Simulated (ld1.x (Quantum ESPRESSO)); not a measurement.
## Logarithmic derivatives: Be, ultrasoft

ld1.x (Quantum ESPRESSO) 7.5 input, shortened:

```
&input
   title='Be', zed=4., rel=1, dft='PBE', iswitch=3,
   config='[He] 2s1.75 2p0.25 3d-2'
 /
 &inputp
   pseudotype=3, tm=.true., lloc=2,
   nlcc=.true., new_core_ps=.true., rcore=1.45
 /
5
2S  1  0   1.75   0.00  1.80  2.15  0.0
2S  1  0   0.00   3.05  1.80  2.15  0.0
2P  2  1   0.25   0.00  3.10  4.05  0.0
2P  2  1   0.00   1.10  3.10  4.05  0.0
3D  3  2  -2.00   0.30  3.35  3.35  0.0
 &test
   configts(1)='2s1.75 2p0.25'
 /
```

The phase is arctan(r·u′/u) with u = r·R(r), unwrapped; energies in Ry, scanned from -2 to 5 Ry. A pole is an energy at which the radial function vanishes at the test radius. The pseudo phase is shifted by a multiple of π to meet the all-electron one at the reference energy, and phase errors are pseudo minus all-electron; the curves can meet again beyond the range given. Levels narrower than the energy grid can be missing from the lists of poles.

```
channel  radius (bohr)  reference energy (Ry)  poles, all-electron      poles, pseudo  unbroken range about the reference energy with phases within 0.05 rad  phase error 1 Ry above the reference energy (rad)
      s           4.40                  -0.42    -0.31, 1.62, 4.71  -0.31, 1.49, 2.29                                                              below 1.6                                             +0.041
      p           4.40                  -0.16     0.01, 1.65, 4.36   0.03, 2.95, 4.07                                                              below 0.1                                             +1.943
      d           4.40                   0.30           1.04, 3.30         1.04, 3.38                                                              below 1.9                                             +0.002
```

A Bessel basis up to 400 Ry misses an occupied level by 0.20 Ry, so cutoffs and ghosts were not judged.

Phases in the p channel:

| E (Ry) | all-electron | pseudo |
| --- | --- | --- |
| -2.00 | 1.405 | 1.407 |
| -1.52 | 1.378 | 1.382 |
| -1.04 | 1.330 | 1.338 |
| -0.56 | 1.196 | 1.216 |
| -0.08 | -1.375 | -1.361 |
| 0.40 | -1.969 | -1.788 |
| 0.88 | -4.117 | -2.071 |
| 1.36 | -4.627 | -3.381 |
| 1.84 | -4.758 | -4.366 |
| 2.32 | -4.898 | -4.566 |
| 2.80 | -5.757 | -4.665 |
| 3.28 | -7.614 | -7.748 |
| 3.76 | -7.776 | -7.831 |
| 4.24 | -7.842 | -7.865 |
| 4.72 | -7.891 | -7.893 |
